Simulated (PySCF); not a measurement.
H₂Te, charge +1, multiplicity 2. Atoms are numbered in the order given.

```xyz
3

Te     0.0000     0.0000    -0.0435
H      0.0000     1.1829     1.1304
H      0.0000    -1.1829     1.1304
```
Charge +1, spin multiplicity 2.

The structure is a stationary point at PBE0-D3(BJ)/def2-TZVPD. The def2 effective core potentials stand for the cores of Te; spin–orbit coupling is left out.

Calculation: TDA-PBE0/def2-TZVPD run with PySCF.

Vertical excitations. Isolated molecule, no solvent.

Computed UV-visible absorptions:
| state | energy (eV) | λ (nm) | f | main pairs |
|---|---|---|---|---|
| root 1 | 3.16 | 393 | 0.004 | β HOMO→LUMO 99 % |
| root 2 | 4.51 | 275 | 0.000 | β HOMO−1→LUMO 97 % |
| root 3 | 5.79 | 214 | 0.000 | α HOMO→LUMO 97 % |
| root 4 | 6.51 | 190 | 0.000 | α HOMO−1→LUMO 43 %, β HOMO→LUMO+1 52 % |
| root 5 | 6.94 | 179 | 0.001 | α HOMO→LUMO+1 98 % |
| root 6 | 7.29 | 170 | 0.000 | α HOMO−2→LUMO 29 %, α HOMO−1→LUMO+1 20 %, β HOMO−1→LUMO+1 29 %, β HOMO→LUMO+2 19 % |
| root 7 | 8.48 | 146 | 0.000 | α HOMO−1→LUMO+1 30 %, α HOMO−2→LUMO 21 %, β HOMO→LUMO+2 28 %, β HOMO−1→LUMO+1 19 % |
| root 8 | 8.50 | 146 | 0.078 | α HOMO−1→LUMO 45 %, α HOMO→LUMO+4 7 %, β HOMO→LUMO+1 35 %, β HOMO−1→LUMO+2 6 % |
| root 9 | 9.04 | 137 | 0.040 | α HOMO−1→LUMO+1 35 %, α HOMO−2→LUMO 13 %, β HOMO→LUMO+2 39 %, β HOMO−1→LUMO+1 13 % |
| root 10 | 9.18 | 135 | 0.000 | α HOMO−2→LUMO+1 52 %, β HOMO−1→LUMO+2 40 % |
Unrestricted roots are not spin-pure.
